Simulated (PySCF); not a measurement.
System (SMILES): [SiH2]=C (CH2-SiH2).
Geometry (B3LYP-D3(BJ)/def2-TZVP, fixed):
```xyz
6

C     -1.1498    -0.0548    -0.0450
Si     0.5479     0.0261     0.0215
H     -1.7685     0.8316    -0.0996
H     -1.6839    -0.9961    -0.0356
H      1.3979    -1.1745     0.0958
H      1.2833     1.3023     0.0091
```

Basis-set convergence of the isotropic shielding of C1 at HF with PySCF. GIAO, no density fitting; atoms are numbered in the order shown. All functions are spherical. No added dispersion term, no relativity. Reference: the value in pcseg-3, 79.09 ppm, itself unsure by roughly 0.01 ppm (its distance from pcSseg-2). Deviations are taken from unrounded values. Cost is core time over that of def2-TZVP, rough, on shared machines of one kind; a dash marks a row that isn't timed (too short, read off another run, short of memory, by another algorithm or on other hardware).

```csv
basis,functions,isotropic shielding of C1 (ppm),minus reference (ppm),cost
6-31G,30,72.46,-6.63,-
pcseg-0,30,81.06,1.97,-
def2-SVP,52,88.85,9.76,-
pcSseg-1,61,75.17,-3.93,-
def2-TZVP,92,82.59,3.50,1×
cc-pV(T+d)Z,125,84.67,5.58,3×
pcSseg-2,135,79.11,0.01,3×
jun-cc-pV(T+d)Z,143,85.44,6.34,4×
aug-cc-pV(T+d)Z,193,86.02,6.93,10×
```

The smallest set listed that lies within 5 ppm of the reference with all its larger relatives (same family, alike in diffuse functions; a set with none counts only in the reference's own line) is pcseg-0 (30 functions, 1.97 ppm off). (Relatives not listed, tested too: pcseg-1 4.52, pcseg-2 -1.65, def2-TZVPP 3.82, def2-QZVP 2.69, def2-QZVPP 2.69, pcseg-3 0.00 ppm.)
